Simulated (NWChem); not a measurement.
System: SiPH₄, doublet; SMILES [SiH3][PH]

Results from NWChem. Spin-unrestricted. Coordinates come from a PBE0/def2-SVP, spin-unrestricted optimisation. No stability test was run on the SCF state. Level: M06-2X/def2-SVP with SMD (1 M gas to 1 M solution), gas-phase geometry. Reactions with the solvent are ignored.

Order these by “cavity-dispersion-structure term (kcal/mol)”, lowest first: water; acetone; N,N-dimethylformamide.

acetone (0.5), N,N-dimethylformamide (1.1), water (2.3)
